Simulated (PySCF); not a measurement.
## Deuteron quadrupole couplings in `CS/C(=C/C1CCC1)[SiH2]F`

C₇H₁₃FSSi.
Numbering: `[CH3:1][S:2]/[C:3](=[CH:4]/[CH:5]1[CH2:6][CH2:7][CH2:8]1)[SiH2:9][F:10]` (hydrogens: H11, H12, H13 on C1; H14 on C4; H15 on C5; H16, H17 on C6; H18, H19 on C7; H20, H21 on C8; H22, H23 on Si9)

Geometry (GFN2-xTB, Å), atoms numbered from 1 in this order:
```xyz
23
C7H13FSSi angstrom
C      3.1868   -1.1284   -0.9309
S      3.1173    0.5080   -0.1443
C      1.4085    0.7520    0.2613
C      0.4593   -0.1468    0.0031
C     -0.9799    0.0353    0.3243
C     -1.7548   -1.2216    0.7739
C     -2.8439   -0.9137   -0.2632
C     -1.9297    0.1462   -0.8926
Si     1.1480    2.4258    1.0972
F     -0.1119    3.1542    0.3976
H      2.5806   -1.1323   -1.8321
H      2.8605   -1.8931   -0.2317
H      4.2304   -1.2813   -1.1874
H      0.6859   -1.0754   -0.5061
H     -1.1190    0.8679    1.0140
H     -2.0714   -1.2329    1.8147
H     -1.2146   -2.1430    0.5625
H     -3.1311   -1.7394   -0.9112
H     -3.7413   -0.4884    0.1805
H     -2.3632    1.1300   -1.0526
H     -1.4613   -0.1881   -1.8166
H      2.2694    3.3144    0.8528
H      0.7708    2.2777    2.4968
```

Level: PBE0/pcSseg-1 (PySCF, non-relativistic); Q(2H) = 0.00286 b; rigid geometry, the same for H and D, with no vibrational averaging.

Question: Rank these positions by the coupling χzz of a deuteron there, largest first.
A. H14 (vinylic hydrogen)
B. H19 (methylene hydrogen)
C. H23 (Si–H hydrogen)
D. H15 (methine hydrogen)

Answer: A (216 kHz), B (211 kHz), D (205 kHz), C (110 kHz).

Tabulate Vzz, the asymmetry η and χzz = 234.96 MHz × Q × Vzz for every hydrogen position.

| atom | bonded to | bond length (Å) | Vzz (au) | η | χzz (kHz) |
| --- | --- | --- | --- | --- | --- |
| H11 | C1 | 1.086 | 0.3138 | 0.02 | 211 |
| H12 | C1 | 1.086 | 0.3135 | 0.02 | 211 |
| H13 | C1 | 1.085 | 0.3165 | 0.05 | 213 |
| H14 | C4 | 1.083 | 0.3212 | 0.08 | 216 |
| H15 | C5 | 1.090 | 0.3050 | 0.08 | 205 |
| H16 | C6 | 1.088 | 0.3151 | 0.00 | 212 |
| H17 | C6 | 1.089 | 0.3119 | 0.01 | 210 |
| H18 | C7 | 1.088 | 0.3145 | 0.00 | 211 |
| H19 | C7 | 1.088 | 0.3143 | 0.01 | 211 |
| H20 | C8 | 1.087 | 0.3155 | 0.01 | 212 |
| H21 | C8 | 1.089 | 0.3120 | 0.01 | 210 |
| H22 | Si9 | 1.452 | 0.1657 | 0.02 | 111 |
| H23 | Si9 | 1.457 | 0.1632 | 0.02 | 110 |

Average by the element that carries the hydrogen.

on C: 211 kHz over 11 positions, mean bond length 1.087 Å; on Si: 111 kHz over 2 positions, mean bond length 1.454 Å.

Geometry: GFN2-xTB, one conformer, isolated molecule. GFN2-xTB bond lengths can be off by several hundredths of an ångström, more for odd bonds, and the gradients follow them. These gradients aren't converged with respect to the basis.

These values come from a run that also computed NMR shieldings. Hardware: one thread, Arm Neoverse N1 (aarch64), shared host with 64 logical CPUs at a one-minute load of 53. Cost: 1.8 min wall, 1.1 GiB resident at most.
